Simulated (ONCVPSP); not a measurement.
# Ranking ONCV potentials for germanium (Ge)

All share these settings but for the change named:

ONCVPSP 4.0.1 input, shortened (lines: element, Z, core and valence counts, functional; n l f; lmax; l rc ep ncon nbas qcut; lloc lpopt rc5 dvloc0; l nproj debl; icmod fcfact rcfact), PBEsol, scalar-relativistic:

```
  Ge 32.00    3    5  -116133      upf
    1    0    2.00
    2    0    2.00
    2    1    6.00
    3    0    2.00
    3    1    6.00
    3    2   10.00
    4    0    2.00
    4    1    1.00
    2
    0    0.95    0.00    4    7   16.80
    1    1.30    0.00    4    9   11.40
    2    0.95    0.00    4    9   17.80
    4    3    0.65    6.00
    0    3    2.10
    1    2    0.60
    2    2    0.40
    0    0.00    0.00
```

In the d channel the program set the typed energies aside and used -1.409, 0.250 Ha.

Test errors are all-electron minus pseudo excitation energies from the reference, over 3s2 3p6 3d10 4s2 4p2; 3s2 3p6 3d10 4s2 4p0; 3s2 3p6 3d10 4s1 4p0; 3s2 3p6 3d9 4s2 4p2. None of these files shows a bound ghost.

The base gives 27.5 meV.

Of 5 variants that were run, those that failed, showed a ghost or another fault, or gave nearly equal values are left out.

A variant can come out equal or close to the base, since the largest error may sit in a test that the change hardly touches while other tests move.

(1) Rank these variants by their largest absolute test error, smallest first.
A. s: rc 1.32
B. non-relativistic
C. core correction Teter function, fcfact 4.25, rcfact 1.55

Results:

(1) C (27.0 meV), A (30.5 meV), B (37.6 meV).
